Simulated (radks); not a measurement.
Task: Tl V, configuration [Xe] 4f14 5d9 (the NIST ground configuration). All-electron calculation, scalar-relativistic Kohn-Sham, PBE, spin-polarised, spherical densities, point nucleus; open shells are filled with parallel spins first (spin-orbit coupling, left out, can overturn this in heavy ions). Program: a radial shooting solver on a logarithmic mesh with Libxc functionals. Some entries of the table are withheld. Estimate them.

orbital,occ.,eigenvalue (eV),<r^2> (bohr^2)
1s down,1,-85685.63,0.0003685
1s up,1,-85685.63,0.0003685
2s up,1,-15294.30,0.005601
2s down,1,-15294.21,0.005601
2p up,3,-13158.19,0.004755
2p down,3,-13158.11,0.004755
3s up,1,-3686.062,0.03606
3s down,1,-3686.024,0.03605
3p up,3,-3071.414,0.03727
3p down,3,-3071.371,0.03727
3d up,5,-2435.454,0.03088
3d down,5,-2435.381,0.03088
4s up,1,-858.8457,0.1730
4s down,1,-858.7510,0.1730
4p up,3,-657.4042,0.1981
4p down,3,-657.3166,0.1981
4d up,5,-421.5203,0.2232
4d down,5,-421.4188,0.2231
5s up,1,-177.2617,0.8576
5s down,1,-176.6710,0.8560
4f up,7,(1),0.2625
4f down,7,(2),0.2621
5p up,3,-122.0766,1.126
5p down,3,-121.3663,1.125
5d up,5,-59.8224,(3)
5d down,4,-59.0544,(4)

Result: 
(1) 4f up eigenvalue (eV): -160.5037
(2) 4f down eigenvalue (eV): -160.3695
(3) 5d up <r^2> (bohr^2): 1.929
(4) 5d down <r^2> (bohr^2): 1.937
